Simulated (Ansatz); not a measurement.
```xyz
3

S    -0.4615    0.3649    0.6544
O    -1.7230    0.5659    0.0097
O     0.1692   -1.1530    0.7338
```

Basis set: cc-pVDZ (spherical functions). Left uncorrelated: 7 orbitals. Charge 0, multiplicity 1.

Computed with Ansatz (development build ahead of 0.2.0); the reference of a correlated method needn't be the lowest determinant of its kind. Restricted open shells among the atoms or ions are ROHF, correlated in semicanonical orbitals with singles.

Give the atomization energy at this shape (free ground-state atoms in the same class of orbitals less the molecule, no zero-point energy) of singlet SO2 by RHF-CCSD(T), RHF-CCSD.

| method | atomization energy |
| --- | --- |
| RHF-CCSD(T) | 7.60 eV |
| RHF-CCSD | 6.94 eV |

Caution: large amplitudes, a single reference is doubtful; no unrestricted run beside it, a lower state can exist; the reference determinant was not shown to be the lowest; the shape is not the minimum.
